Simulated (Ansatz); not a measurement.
**A correction line for wB97M-V/def2-TZVPP: vertical ionisation energy**

The vertical ionisation energy (cation less neutral) in eV of 8 molecular compounds of In: x at wB97M-V/def2-TZVPP, y at CCSD(T)/def2-TZVPP. Shapes, held fixed at every level: PBE0-D4/def2-TZVP. Flexible molecules stand in one conformer, not always the lowest. Programs: Ansatz 0.2.0.

```
                                           molecule  x (eV)  y (eV)
          C2H9InN2O (SMILES C[N](C)[In]([NH2])[OH])    7.96    7.96
                C2H7BrInN (SMILES C[N](C)[InH][Br])    8.14    8.18
               C5H13In (SMILES C[CH2][InH][CH](C)C)    8.34    8.35
        C3H8Cl2InN (SMILES CC(C)[NH][In]([Cl])[Cl])    9.11    9.11
              C3H9InO2 (SMILES C[O][In]([CH3])[O]C)    9.34       ?
InSi2NH6ClF (SMILES [F][In]([Cl])[N]([SiH3])[SiH3])    9.94   10.01
               C2H5F2InO (SMILES CC[O][In]([F])[F])   10.59   10.69
   CH6FInO4Si (SMILES [CH3][In]([F])[O][Si](O)(O)O)   10.80   10.89
```

Task: Fit y = c + s·x to the known rows and predict y for C3H9InO2.

Result: 
1. Means of the 7 rows: x = 9.2686, y = 9.313.
2. Σ(Δx)² = 8.4157, Σ(Δx·Δy) = 8.6782, so the slope is 8.6782/8.4157 = 1.0312.
3. Intercept: 9.313 − (1.0312) × 9.2686 = -0.245. The largest residual of the fit is 0.039.
4. C3H9InO2: -0.245 + 1.0312 × 9.34 = 9.39 eV.

CCSD(T)/def2-TZVPP gives 9.51 eV, so the prediction is off by -0.12 eV, more than the largest residual. Uncorrected, wB97M-V/def2-TZVPP misses C3H9InO2 by -0.17 eV, and the other rows by 0.04 on average. The line removes about 30 % of this miss. Left out in turn, the other rows are missed by 0.02 eV on average, so the withheld one doesn't follow the line. Cations run unrestricted. For atoms past krypton def2 sets carry core potentials with scalar relativity. Relativity is left out for Br. Outer-core shells of Br, In are correlated, in sets that cover them unevenly.
